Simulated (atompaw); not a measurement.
## Pseudopotential generation for As (Z = 33): PAW (atompaw), PBEsol, scalar-relativistic.

arsenic (As), PAW, made with atompaw 4.2.0.5 (PBEsol, scalar-relativistic). Core [Ar] 3d10, reference 4s2 4p3. Waves: 4s (bound): rc 1.75 bohr; 4s channel at 0.7 Ry: rc 1.75 bohr; 4p (bound): rc 1.75 bohr; 4p channel at 2.8 Ry: rc 1.75 bohr. Local part: bessel scheme, radius 1.15 bohr. Core correction: smooth core density matched at 1.60 bohr. Augmentation charge: besselshape compensation charge, radius 1.55 bohr; PAW radius 1.75 bohr; waves and projectors: custom rrkj vanderbiltortho.

All-electron outer shells of the reference configuration (PBEsol, scalar-relativistic, ld1.x):

```
shell  level (eV)  outermost node (bohr)  outermost maximum (bohr)
   3p     -133.47                   0.22                      0.52
   3d      -40.64                      –                      0.47
   4s      -14.50                   0.73                      1.61
   4p       -5.20                   0.78                      1.97
```

Question: Does the generator finish with these settings?

Answer: Yes, a potential is produced.

Question: Estimate the cutoffs (Ry, on a coarse ladder) from which the occupation-weighted sum of valence levels, in a spherical-Bessel basis at the reference potential, stays within 10 and 1 mRy of its value at 400 Ry.

Answer: 8 Ry and 15 Ry.

Question: Does the potential have ghost states?

Answer: No extra level below or beside the all-electron valence levels (s, p, d, f tested).

Question: Is the overlap operator S = 1 + Σ q|β⟩⟨β| positive definite (Bessel basis up to 400 Ry)?

Answer: Yes: its lowest eigenvalue is 0.38 (s channel).
